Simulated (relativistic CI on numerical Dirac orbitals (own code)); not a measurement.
# Line list: Electric-dipole lines, Pt²⁶⁺

Calculated at this level of theory: Dirac-Coulomb-Breit CI, KLI orbitals optimised for each configuration, QED by a radiative potential, unscaled Slater integrals (own radial code, finite nucleus).

Configurations in the expansion (outside the closed core [Ar] 3d10 4p6): 4s2.4d10.4f6, 4s2.4d10.4f5.5s, 4s2.4d9.4f7, 4s2.4d10.4f4.5s2, 4s2.4d10.4f5.5p, 4s2.4d10.4f4.5s.5p, 4s2.4d10.4f4.5p2, 4s2.4d10.4f5.6p, 4d10.4f8. Levels of other configurations are missing.

```
λ vac (Å)                    Lower                        Upper   A (s⁻¹)        gf  Branching (%)
   99.551   4s2.4d10.4f6 5L_6 [10]  4s2.4d10.4f5.5s 3H°_6 [389]  6.21e+05  1.20e-05            5.2
   100.91   4s2.4d10.4f6 5H_4 [16]  4s2.4d10.4f5.5s 5F°_5 [399]  8.29e+05  1.39e-05            7.1
   102.14   4s2.4d10.4f6 5H_5 [15]  4s2.4d10.4f5.5s 5F°_5 [376]  8.64e+05  1.49e-05            7.7
   102.89   4s2.4d10.4f6 5L_9 [21]  4s2.4d10.4f5.5s 5K°_8 [387]  7.63e+05  2.06e-05           13.8
   103.29  4s2.4d10.4f6 5L_10 [20]  4s2.4d10.4f5.5s 5K°_9 [374]  1.01e+06  3.06e-05           23.5
   104.15   4s2.4d10.4f6 5L_6 [10]  4s2.4d10.4f5.5s 3I°_5 [331]  7.65e+05  1.37e-05            9.7
   104.78   4s2.4d10.4f6 5D_4 [36]  4s2.4d10.4f5.5s 3I°_5 [391]  1.57e+06  2.83e-05           14.2
   105.67   4s2.4d10.4f6 5G_2 [25]  4s2.4d10.4f5.5s 5P°_1 [359]  5.28e+06  2.65e-05           24.1
   106.29   4s2.4d10.4f6 5L_9 [21]  4s2.4d10.4f5.5s 5L°_8 [343]  7.69e+05  2.21e-05           17.3
   107.97   4s2.4d10.4f6 5D_3 [19]  4s2.4d10.4f5.5s 5F°_4 [325]  1.18e+06  1.85e-05           14.2
   108.31   4s2.4d10.4f6 5D_2 [11]  4s2.4d10.4f5.5s 5F°_3 [315]  1.76e+06  2.17e-05           15.6
   108.37   4s2.4d10.4f6 5D_3 [19]  4s2.4d10.4f5.5s 5I°_4 [322]  1.10e+06  1.74e-05           13.9
   108.48   4s2.4d10.4f6 5H_5 [15]  4s2.4d10.4f5.5s 5H°_6 [317]  7.40e+05  1.70e-05           10.5
   109.69   4s2.4d10.4f6 5L_6 [17]  4s2.4d10.4f5.5s 5H°_5 [313]  9.43e+05  1.87e-05            8.8
   110.65   4s2.4d10.4f6 5H_5 [15]  4s2.4d10.4f5.5s 5H°_4 [308]  1.31e+06  2.17e-05           12.9
   110.80   4s2.4d10.4f6 5H_7 [24]  4s2.4d10.4f5.5s 5H°_6 [317]  1.39e+06  3.32e-05           19.6
   110.89   4s2.4d10.4f6 5I_8 [35]  4s2.4d10.4f5.5s 5H°_7 [326]  9.83e+05  2.72e-05           11.1
   112.36   4s2.4d10.4f6 5I_6 [30]  4s2.4d10.4f5.5s 5H°_5 [313]  1.37e+06  2.86e-05           12.9
   113.63   4s2.4d10.4f6 5H_4 [16]  4s2.4d10.4f5.5s 5H°_3 [299]  1.12e+06  1.52e-05           14.9
   113.97   4s2.4d10.4f6 5I_5 [31]  4s2.4d10.4f5.5s 5H°_4 [308]  1.82e+06  3.19e-05           17.8
```

Terms are leading LS components. Brackets give the number of a level in order of energy, since labels repeat. The list gives strong lines, with weight on those to low levels, without lines whose two gauges differ by over a factor of 2.5, among the lowest 400 of 9274 levels, so that lines to higher ones, which can be the strongest, are missing. Levels whose partners in the same complex of configurations lie outside the list can be far off, and so can their lines. Rates are taken at the computed energies, electric ones in the length gauge.

At this charge energies of transitions that change n are usually good to better than 1 %, and those within a shell (Δn = 0) to a few per cent. Terms inside the open d or f shell come out 10 to 20 % too wide with unscaled integrals.

LS names give the leading component of a level, which can be under half, so a name can repeat, a term be missing and a line seem to break the LS rules.
